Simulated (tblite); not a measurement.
Calculated harmonic vibrations of the isolated species, GFN2-xTB (tblite), most abundant isotopes, no scaling. Against measured fundamentals such values can be off by several per cent, at times by over 20. Modes of hydrogen on aluminium and silicon can be 10 to 20 % off. One conformer each. Thermal functions are those of the rigid rotor and harmonic oscillator, without mixing of conformers.

Question: Order these by their zero-point energy, highest first (kcal/mol).
A. `CSC1CCC1`
B. `C#CC(=O)O[Si@@H](C)C[SiH3]`
C. `C(=O)[C@@]1(C[C@H]1C(=C)C)[SiH3]`
D. `C1CCC([C@H]2CC[CH2][AlH]2)C1`
E. `C#C[Si@]1(F)CC=C1CF`

Answer: D (146.4), C (101.8), A (86.3), B (80.3), E (62.5).

```tsv
SMILES	atoms	mass (u)	symmetry number	modes under 300 cm⁻¹	ZPE (kcal/mol)	S translation (cal/(mol K))	S rotation	S vibration	S	Cp
C1CCC([C@H]2CC[CH2][AlH]2)C1	27	152.11	1	8	146.4	41.0	30.1	34.5	105.6	45.4
C=C(C)[C@@H]1C[C@@]1([SiH3])C=O	21	140.07	1	9	101.8	40.7	29.6	35.9	106.3	44.2
CSC1CCC1	16	102.05	1	4	86.3	39.8	27.3	18.6	85.6	27.5
C#CC(=O)O[Si@@H](C)C[SiH3]	19	158.02	1	12	80.3	41.1	30.7	47.3	119.1	48.9
C#C[Si@]1(F)CC=C1CF	15	144.02	1	9	62.5	40.8	29.8	32.4	103.0	37.9
```

Entropies and Cp are for 298.15 K and 1 bar.
